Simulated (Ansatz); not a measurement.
An input meant for the cluster Hf₂S₃⁺ (charge 1, doublet).

```yaml
crystal:
  periodic: [false, false, false]
  atoms:
    - {symbol: Hf, position_ang: [0.171600, -0.268581, 1.232162]}
    - {symbol: Hf, position_ang: [-0.171606, 0.268735, -1.232433]}
    - {symbol: S, position_ang: [1.892986, -0.762433, -0.429555]}
    - {symbol: S, position_ang: [-0.228605, 2.018318, 0.471781]}
    - {symbol: S, position_ang: [-1.664375, -1.256039, -0.041955]}
basis:
  gaussian: {orbitals: def2-SVP}
total_charge: 1
magnetization: {spin_polarized: true, initial_magnetization: 1}
hamiltonian: {xc: {name: B2PLYP}}
accuracy: high
kpoints: {mp_grid: {grid: [2, 2, 2]}}
```

```sh
$ ansatz run in.yaml --threads 4 --pin off --events-out ev --progress --plain --max-ram 4787MiB
```

Q: Predict how Ansatz answers.

A: The input was rejected before any iteration. The input holds a key that doesn't belong there.
```
Error: invalid value for `basis.gaussian`: such a run doesn't read kpoints; remove what it names
```
